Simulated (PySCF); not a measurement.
SmCl at BP86

Level: BP86. PySCF, spin-free X2C with a Gaussian nucleus, basis sets Sm x2c-TZVPall, Cl x2c-TZVPall.

```json
{
  "state": "octet, about 6.0 electrons in the 4f shell (Mulliken), real f orbitals that mix terms",
  "bond length": "2.553 Å",
  "harmonic wavenumber": "291 cm⁻¹",
  "force constant": "1.41 mdyn/Å",
  "rotational constant Be": "0.09102 cm⁻¹",
  "anharmonicity ωexe": "0.885 cm⁻¹",
  "vibration–rotation constant αe": "0.000376 cm⁻¹",
  "well depth De to Sm (4f6 6s2) + Cl": "4.61 eV",
  "dissociation energy D0": "4.59 eV",
  "bond order (Mayer)": "1.02",
  "dipole moment (positive dipole means Sm(−)Cl(+))": "-4.63 D"
}
```

Spin–orbit coupling is left out, which matters for elements this heavy, above all for dissociation energies. With d or f electrons several states lie close, and the lowest PBE0 determinant need not be the measured ground state.
